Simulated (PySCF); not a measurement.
**Löwdin shares of the frontier orbitals**

Species: CH₆ClFOSi₂.
Geometry (PBE0-D3(BJ)/def2-SVP, Å), atoms numbered from 1 in this order:
```xyz
12
CH6ClFOSi2 angstrom
F     -1.0205   -2.1302   -1.1902
Si    -0.5366   -1.2246    0.0637
C     -1.7575    0.1933    0.2053
Cl    -1.1460    1.3180    1.4614
O      0.9574   -0.6463   -0.2536
Si     1.9370    0.7001   -0.3209
H     -0.5267   -2.0848    1.2680
H     -2.7607   -0.1421    0.5062
H     -1.8512    0.7509   -0.7384
H      2.3355    1.1096    1.0547
H      1.2243    1.8210   -1.0010
H      3.1474    0.3337   -1.1073
```

Method: TDDFT CAM-B3LYP/def2-SVPD, vertical, gas phase, core orbitals frozen in the response (PySCF 2.14.0, density-fitted response routines).

Frontier orbitals with the atoms that hold most of them (Löwdin shares over 4%, at most four atoms; ? is withheld):

```csv
orbital,ε (eV),atoms
LUMO+2,1.16,"Si6 30%, Cl4 10%, H11 9%, Si2 8%"
LUMO+1,0.89,"Si6 27%, Cl4 12%, Si2 11%, O5 10%"
LUMO,?,?
HOMO,-9.86,"Cl4 46%, C3 20%, Si2 10%, O5 8%"
HOMO-1,-10.38,?
HOMO-2,-10.60,"O5 28%, Si6 26%, H10 22%, H11 7%"
HOMO-3,-10.85,"O5 24%, Si6 22%, Cl4 20%, H12 15%"
```

Problem. Which atoms hold the HOMO-1, and with what shares?

Solution. Cl4 (bonded to C) 71%; C3 (bonded to Cl, Si and 2 H) 12%.

Problem. Give the leading atoms of the LUMO.

Solution. Cl4 (bonded to C) 36%; Si2 (bonded to C, F, O and H) 15%; C3 (bonded to Cl, Si and 2 H) 15%; F1 (bonded to Si) 7%.

Problem. What is the LUMO energy, and the HOMO–LUMO gap?

Solution. ε(LUMO) = 0.66 eV; the gap is 10.52 eV (0.3868 hartree).

Problem. How does S1 compare with the orbital gap of 10.52 eV?

Solution. S1 is at 6.80 eV (f = 0.011), 3.72 eV below the gap, made of HOMO→LUMO (73%), HOMO→LUMO+1 (10%). Without the coupling terms of the response equations the lowest excitation would equal the gap.

Problem. Give energy, strength and leading configuration of S1 and S2, and follow the Löwdin shares of the leading atoms from the occupied to the empty orbital.

Solution. 
- S1 (6.80 eV, f 0.011), HOMO→LUMO (73%): Cl4 46% → 36%, C3 20% → 15%, Si2 10% → 15%
- S2 (7.21 eV, f 0.0046), HOMO-1→LUMO (70%): Cl4 71% → 36%, C3 12% → 15%, Si2 at most 4% → 15%

Löwdin shares depend on the basis, the more so with diffuse functions.

The run took 3.6 min wall (with the writing of density and orbital grids) on Intel Xeon Platinum 8259CL at 2.50 GHz, one thread (shared host), and the process peaked at 1.1 GiB of memory.

One conformer stands for the species.
